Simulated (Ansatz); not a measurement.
Total energies of Mg₅S₄I₂ from Ansatz at PBE0-D4/def2-TZVP, gas phase (1 Eh = 27.2114 eV = 2625.5 kJ/mol). The reference geometry is relaxed at PBE-D4/def2-SVP.

```xyz
11

Mg    0.9700    1.9416    1.1289
Mg   -1.5217   -0.8376    1.7225
Mg   -1.6326    1.4008   -0.2946
Mg    1.6153    0.4361   -1.6517
Mg   -0.5535   -1.9834   -1.1346
S    -1.1435    1.4907    2.1785
S     0.3475    2.4597   -1.1673
S    -2.5810   -0.8069   -0.4695
S     1.1778   -1.6180   -2.6302
I     3.2766    0.5607    0.7736
I     0.0453   -3.0437    1.5443
```

```tsv
state	geometry	energy (Eh)
charge 0 singlet	reference	-3188.26431
charge 1 doublet	reference	-3187.97693
charge 1 doublet	relaxed at PBE-D4/def2-SVP	-3187.99051
charge -1 doublet	reference	-3188.30880
free Mg atom (singlet)	–	-199.96078
free S atom (triplet)	–	-397.97371
free I atom (doublet)	–	-297.69312
```

In the def2 sets I takes a core potential; there is no spin–orbit coupling. Single mean-field runs in def2-TZVP are fitted with def2-universal-jkfit.

Q: Work out the vertical ionisation energy to the doublet.

A: E(charge 1 doublet) − E(charge 0 singlet) = -3187.97693 − (-3188.26431) = 0.28738 Eh = 7.82 eV. For comparison, −ε of the highest occupied level is 6.18 eV at this level, 1.64 eV less.

Q: Work out the vertical electron affinity, to the doublet.

A: E(charge 0 singlet) − E(charge -1 doublet) = -3188.26431 − (-3188.30880) = 0.04449 Eh = 1.21 eV. The basis lacks diffuse functions, which makes affinities too small.

Q: Give the fundamental gap IE − EA, the Mulliken electronegativity (IE + EA)/2 and the hardness (IE − EA)/2.

A: From the values in Eh: IE − EA = 0.28738 − 0.04449 = 0.24289 Eh = 6.61 eV; (IE + EA)/2 = 4.52 eV; (IE − EA)/2 = 3.30 eV. The HOMO–LUMO gap of the same run is 4.02 eV, 2.59 eV smaller than the fundamental gap.

Q: How much does the charge 1 doublet relax, and what is the adiabatic ionisation energy?

A: Relaxation: -3187.97693 − (-3187.99051) = 0.01358 Eh = 0.37 eV. Adiabatic ionisation energy: 0.27380 Eh = 7.45 eV, without zero-point energy. 

Q: What is the binding energy per atom against free atoms?

A: Atoms: 5 × (-199.96078) + 4 × (-397.97371) + 2 × (-297.69312) = -3187.08498 Eh. Binding: -3187.08498 − (-3188.26431) = 1.17933 Eh = 32.09 eV, or 2.92 eV for each of 11 atoms (no zero-point energy, no counterpoise term).
